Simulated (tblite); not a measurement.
Species: C6H8N2 (charge +1 and doublet state).
SMILES with atom numbers: `[H]/[N:4]=[C:3]([N:2]=[CH2:1])\[C:5]([CH3:6])=[C:7]/[CH2+:8]` (hydrogens: H9, H10 on C1; H11 on N4; H12, H13, H14 on C6; H15, H16 on C8)

Geometry (GFN2-xTB, Å), atoms numbered from 1 in this order:
```
atom  x, y, z in Å
C1     2.6243   -1.0764    0.0528
N2     1.8458   -0.1454    0.3393
C3     0.8796    0.5787   -0.1852
N4     1.0160    1.6921   -0.7494
C5    -0.5450    0.1896    0.2368
C6    -0.7655    0.2253    1.7036
C7    -1.4138   -0.0559   -0.7078
C8    -2.2321   -0.3826   -1.6541
H9     3.3390   -1.3879    0.8049
H10    2.6302   -1.5980   -0.9029
H11    0.2786    2.3023   -1.0566
H12   -1.8083    0.0142    1.9303
H13   -0.1141   -0.4959    2.1976
H14   -0.5222    1.2098    2.1078
H15   -2.1945   -1.3402   -2.1546
H16   -3.0254    0.2792   -1.9741
```

Computed values, GFN2-xTB/tblite, gas phase, harmonic and unscaled. This tight-binding method is rough: wavenumbers can miss measured ones by several per cent, in bad cases by 10 to 20. One conformer, not necessarily the lowest. Open shells enter through the occupations alone, without spin polarisation, and single modes of such species can be off by tens of per cent.

Harmonic wavenumbers (cm⁻¹): 34.7, 87.0, 99.9, 126.7, 179.8, 206.7, 249.7, 301.7, 340.1, 442.6, 503.0, 511.5, 552.7, 625.0, 644.6, 749.8, 860.9, 882.3, 883.6, 936.4, 989.9, 1001.9, 1066.7, 1081.5, 1135.2, 1242.7, 1357.0, 1377.6, 1393.9, 1407.6, 1431.2, 1655.3, 1841.6, 1897.1, 2971.8, 2989.2, 3014.5, 3045.2, 3046.6, 3047.7, 3050.7, 3477.9.

A = 2998, B = 1389, C = 1302 MHz; mass 108.069 u (most abundant isotopes); point group C1, symmetry number 1; spin multiplicity 2.

Zero-point energy?

½Σν̃ = 26371 cm⁻¹ = 315.47 kJ/mol.

Entropy at 400 K, 1 bar (ideal gas, RRHO, classical rotation)?

Translation 173.37, rotation 122.80, vibration 162.36, spin (R ln 2) 5.76: S = 464.3 J/(mol K).

And Cp and H(400 K) − H(0)?

Cp = 186.01 J/(mol K), of which vibrations give 152.75 (their classical limit is 42 R = 349.2); H(400 K) − H(0) = 46.07 kJ/mol without the zero-point energy, 32.77 from vibrations.

Blend soft modes into free rotors: weight 1/[1 + (100 cm⁻¹/ν̃)⁴] for the oscillator and the rest for a rotor with moment μB/(μ + B), μ = h/(8π²ν), B = 10⁻⁴⁴ kg m². What vibrational entropy results?

148.96 J/(mol K) in place of 162.36, which changes −T·S at 400 K by +5.36 kJ/mol.

How do the functions run with temperature in this model?

```csv
T (K),S (J/(mol K)),Cp (J/(mol K)),H − H(0) (kJ/mol),G − H(0) (kJ/mol),ln q(vib)
150,329.8,99.1,10.01,-39.45,3.24
250,389.1,136.1,21.79,-75.49,5.89
298.15,414.6,153.2,28.75,-94.85,7.12
600,549.6,234.9,88.48,-241.28,14.43
900,654.5,281.8,166.56,-422.48,20.90
```

q(vib) and H(0) count from the zero-point level.

Which modes carry the vibrational entropy at 400 K?

34.7 cm⁻¹: 25.62; 87.0 cm⁻¹: 18.01; 99.9 cm⁻¹: 16.87; 126.7 cm⁻¹: 14.92; 179.8 cm⁻¹: 12.08; 206.7 cm⁻¹: 10.97 J/(mol K); the other 36 give 63.89 together.

Hindered rotation and anharmonicity are outside this model. Other conformers, if any are populated, would add a mixing term that is left out. The structure is chiral; the term R ln 2 for an equal mix with its mirror image is left out.
